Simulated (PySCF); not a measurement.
Gas-phase reaction: (HBO₂)₃ = B(OH)₃ + 3 O + 2 B

Computed with PySCF and rigid-rotor harmonic-oscillator thermochemistry at 1 bar. S°(298 K) at PBE0/def2-TZVP differs from the NASA 1993 table for (HBO₂)₃ (+10 J/mol/K); whether the harmonic model or the table's entry is off was not settled. † marks an energy on the PBE0/def2-TZVP geometry and frequencies; other levels use their own. MP2 and CCSD(T) freeze the core. 6-31G* has spherical d functions here. Open shells (unrestricted): O (multiplicity 3, electronic degeneracy 9), B (multiplicity 2, electronic degeneracy 6); the rest are closed-shell singlets. Spin-orbit splitting is ignored; it lowers the true energy and changes the entropy of O, B. B3LYP is the form with VWN-RPA correlation. MP2 isn't extrapolated to the basis-set limit; its ΔH°(298 K) is 3180.7 kJ in def2-SVP and 3209.7 kJ in def2-TZVPP. CCSD(T) isn't extrapolated to the basis-set limit. The harmonic model lacks anharmonicity and excited electronic states, which grow with temperature; levels with a mode under 35 cm⁻¹ are left out. Internal rotation in (HBO₂)₃, B(OH)₃ is treated as a harmonic vibration of one conformer, which makes the entropy rough.

```json
[
 {"level": "B3LYP/def2-TZVP†", "ΔE electronic, kJ": "3134", "ΔH°(298 K), kJ": "3089", "ΔS°(298 K), J/K": "705", "ΔG°(1400 K), kJ": "2083"},
 {"level": "CCSD(T)/def2-SVP†", "ΔE electronic, kJ": "3060", "ΔH°(298 K), kJ": "3015", "ΔS°(298 K), J/K": "705", "ΔG°(1400 K), kJ": "2008"},
 {"level": "HF/6-31G*", "ΔE electronic, kJ": "2392", "ΔH°(298 K), kJ": "2343", "ΔS°(298 K), J/K": "708", "ΔG°(1400 K), kJ": "1330"},
 {"level": "MP2/def2-SVP†", "ΔE electronic, kJ": "3226", "ΔH°(298 K), kJ": "3181", "ΔS°(298 K), J/K": "705", "ΔG°(1400 K), kJ": "2174"},
 {"level": "MP2/def2-TZVPP†", "ΔE electronic, kJ": "3255", "ΔH°(298 K), kJ": "3210", "ΔS°(298 K), J/K": "705", "ΔG°(1400 K), kJ": "2203"},
 {"level": "ωB97X-V/def2-TZVP†", "ΔE electronic, kJ": "3179", "ΔH°(298 K), kJ": "3134", "ΔS°(298 K), J/K": "705", "ΔG°(1400 K), kJ": "2127"}
]
```
ΔH° is lowest at HF/6-31G* and highest at MP2/def2-TZVPP†. No reference value is set beside these.
